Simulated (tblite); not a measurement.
C₆H₆N (doublet state).
SMILES: `[CH2]c1ccncc1`

Computed with GFN2-xTB (tblite): harmonic, unscaled wavenumbers at the GFN2-xTB geometry, gas phase. Errors from tens to a few hundred cm⁻¹ against measured bands are possible. Open shells enter through the occupations alone, without spin polarisation, and single modes of such species can be off by tens of per cent.

Harmonic wavenumbers (cm⁻¹): 170.4, 315.7, 350.0, 431.4, 498.2, 501.4, 624.0, 652.8, 738.9, 781.4, 839.1, 859.6, 907.2, 922.3, 946.5, 988.9, 1086.9, 1116.9, 1196.5, 1266.4, 1292.0, 1316.1, 1382.2, 1415.8, 1477.8, 1478.7, 1552.1, 3049.6, 3050.0, 3088.0, 3088.3, 3117.1, 3155.7.

A = 5919, B = 2765, C = 1885 MHz; mass 92.050 u (most abundant isotopes); point group C2v, symmetry number 2; spin multiplicity 2.

What is the zero-point energy?

Half the sum of the wavenumbers: 21829 cm⁻¹ = 261.13 kJ/mol.

What is S at 500 K and 1 bar for an ideal gas of classical rigid rotors and harmonic oscillators?

Translation 176.00, rotation 112.59, vibration 91.22, spin (R ln 2) 5.76: S = 385.6 J/(mol K).

And Cp and H(500 K) − H(0)?

Cp = 162.85 J/(mol K), of which vibrations give 129.60 (their classical limit is 33 R = 274.4); H(500 K) − H(0) = 45.13 kJ/mol without the zero-point energy, 28.50 from vibrations.

How do the functions run with temperature in this model?

```tsv
T (K)	S (J/(mol K))	Cp (J/(mol K))	H − H(0) (kJ/mol)	G − H(0) (kJ/mol)	ln q(vib)
100	244.6	43.2	3.61	-20.85	0.11
200	282.5	71.1	9.23	-47.26	0.68
300	317.6	104.8	18.01	-77.27	1.62
800	474.6	214.5	102.55	-277.12	8.38
1000	524.8	235.6	147.67	-377.17	11.19
```

q(vib) and H(0) count from the zero-point level.

Which modes carry the vibrational entropy at 500 K?

170.4 cm⁻¹: 14.32; 315.7 cm⁻¹: 9.39; 350.0 cm⁻¹: 8.60; 431.4 cm⁻¹: 7.03; 498.2 cm⁻¹: 6.00; 501.4 cm⁻¹: 5.95 J/(mol K); the other 27 give 39.92 together.

What must be added to the electronic energy to get the Gibbs energy at 500 K and 1 bar?

ZPE + [H(500 K) − H(0)] − T·S = 261.13 + 45.13 − 192.79 = 113.47 kJ/mol.

Hindered rotation and anharmonicity are outside this model.
